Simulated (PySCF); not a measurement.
## Interval between two levels of Rh³⁺ by level of theory

Rh³⁺ [Kr] 4d6 [5D4, M_J = 4] → Rh³⁺ [Kr] 4d5 5p1 [7P4, M_J = 4], as a difference of total energies. All numbers are calculated (PySCF 2.14, the two-component X2C-1e Hamiltonian, in x2c-SVPall-2c with one added diffuse shell each of s, p, d type (7s9p7d1f, 76 functions)). Correlated levels: [Ar] 3d10 frozen; the 6 highest virtual spinors dropped. "Screened" scales the spin-orbit matrix elements by Boettger's factors to mimic the two-electron term; Breit and QED terms are absent.

```
                    method  interval between two levels (cm⁻¹)
           GHF (spin-free)                              121770
          GMP2 (spin-free)                              124350
 GHF (screened spin-orbit)                              124630
GMP2 (screened spin-orbit)                              127380
```

The labels give the starting determinants; with spin-orbit coupling the two ends relaxed to ⟨J²⟩ = 20.01, ⟨L²⟩ = 6.10, ⟨S²⟩ = 5.96 and ⟨J²⟩ = 20.00, ⟨L²⟩ = 2.05, ⟨S²⟩ = 11.95.
